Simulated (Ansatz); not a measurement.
Reaction (redistribution): `[NH2][Ta]([F])(=[S])[Cl]` + `[NH2][Al]1[SiH2][S]1` → `[NH2][Ta]([NH2])(=[S])[Cl]` + `[F][Al]1[SiH2][S]1`

Gas-phase electronic energies from Ansatz, PBE0-D4/def2-TZVP geometries. CCSD(T)/CBS adds triple-zeta CCSD(T) − MP2 to the extrapolated MP2 energy (def2 sets, frozen cores). Functionals use def2-TZVPP. Elements past krypton have def2 core potentials. For Ta outer-core shells are correlated without core-valence functions, which leaves a few kJ/mol of doubt a bond. One conformer a species, not always the lowest.

`[NH2][Ta]([F])(=[S])[Cl]`:

Z-matrix (Å, degrees):
```
Ta
F 1 1.870
S 1 2.151 2 111.3
N 1 1.945 2 109.5 3 -115.7
Cl 1 2.296 2 109.9 3 123.7
H 4 1.009 1 126.3 2 121.2
H 4 1.012 1 122.8 2 -58.1
```

`[NH2][Al]1[SiH2][S]1`:

```xyz
8

N     1.479   -1.611   -0.019
Al    0.207   -0.404    0.026
Si   -0.962    1.585   -0.075
S    -1.926   -0.337    0.426
H     2.442   -1.417   -0.238
H     1.346   -2.592    0.166
H    -1.067    2.580    1.026
H    -1.519    2.197   -1.311
```

`[NH2][Ta]([NH2])(=[S])[Cl]`:

```xyz
9

N    -1.672    0.039    0.241
Ta    0.158   -0.594   -0.063
N     1.423    0.903   -0.124
S     0.705   -1.849    1.604
Cl    0.230   -1.709   -2.092
H    -2.140    0.735   -0.325
H    -2.262   -0.241    1.011
H     1.335    1.704   -0.735
H     2.223    1.011    0.482
```

`[F][Al]1[SiH2][S]1`:

Cartesian coordinates in Å:
```
F 2.468 1.361 1.021
Al 1.059 0.718 0.487
Si -0.515 -0.724 -0.375
S -0.992 1.342 0.286
H -1.244 -1.759 0.403
H -0.776 -0.939 -1.822
```

Problem. Is it downhill or uphill in electronic energy at CCSD(T)/CBS, and by how much? (An estimate is asked.)

Solution. Ansatz gave: Downhill: ΔE = -14.0 kJ/mol.

Problem. What do these levels give: PBE0-D4, BHLYP-D4, PBE-QIDH, r2SCAN, r2SCAN0, CAM-B3LYP? (Estimate.)

Solution. Computed: PBE0-D4 -3.5, BHLYP-D4 -6.5, PBE-QIDH -8.3, r2SCAN -0.1, r2SCAN0 -3.5, CAM-B3LYP -0.8 kJ/mol.

Problem. What do rigid-rotor, harmonic-oscillator terms from PBE0-D4/def2-TZVP frequencies (298.15 K, 1 bar) make of the CCSD(T)/CBS value? (Estimate.)

Solution. Computed: ΔZPE = -0.8 kJ/mol, ΔH = -14.7 kJ/mol, ΔS = 1 J/(mol·K), ΔG = -15.0 kJ/mol.

Largest T1 diagnostic among the species: 0.020.

From r2SCAN to r2SCAN0 (25 % exact exchange), in def2-TZVPP and without D4, ΔE moves by −3.3 kJ/mol. Leaving LDA and LC-ωPBE aside and taking each functional with its dispersion term where it has one, the values, not all of them listed here, spread over 8.4 kJ/mol, from PBE-QIDH to B97M-V. At CCSD(T), def2-SVP lies +5.6 kJ/mol from the extrapolated value and def2-TZVPP +2.2 kJ/mol.
